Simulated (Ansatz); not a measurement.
Born–Oppenheimer molecular dynamics of GeH4 (5 atoms, charge 0, multiplicity 1). It starts at the highest image of a converged band. Of that band: Neighbouring images differ by up to 1.4 eV, so the band resolves the path poorly. A vibrational analysis at the climbing image gives one clearly imaginary mode, 1628i cm⁻¹: a first-order saddle point.

These are results of Ansatz 0.2.0, RHF/def2-SVP, not measurements.

- ensemble: NVE (velocity Verlet)
- time step: 0.5 fs
- steps asked: 200
- starting velocities drawn for: 300 K
- seed: 10568

First frame:

```xyz
5
Properties=species:S:1:pos:R:3
Ge 0.224 0.000 -0.410
H 0.682 0.000 1.238
H 1.541 0.000 0.438
H -0.586 1.276 -0.182
H -0.586 -1.276 -0.182
```

(1) How far do the bonds stretch over the last three quarters of this one trajectory? (Pairs bonded in most of those frames.)

## Answers

(1) 
| bond | mean (Å) | spread (Å) | shortest | longest |
| --- | --- | --- | --- | --- |
| Ge1–H4 | 1.595 | 0.050 | 1.51 | 1.69 |
| Ge1–H5 | 1.599 | 0.050 | 1.52 | 1.69 |
| H2–H3 | 0.751 | 0.032 | 0.71 | 0.80 |

Mean temperature of the second half: 2579 K. The conserved energy stayed within 0.37 meV per atom of its start (net change -0.27 meV per atom), so the integration is sound. The kinetic energy rose, since the run started high on the potential surface and went downhill. It ends in pieces (GeH2 + H2), so much of that is their flight and rotation, not heat. A run of 0.1 ps of so small a system gives no equilibrium averages. The orbitals stay closed-shell, which can raise the energy where a bond breaks towards radicals; this wasn't checked here.

Time of the run: 2.3 min on 1 thread of Arm Neoverse N1, with other jobs on the host, peak memory 0.086 GiB.
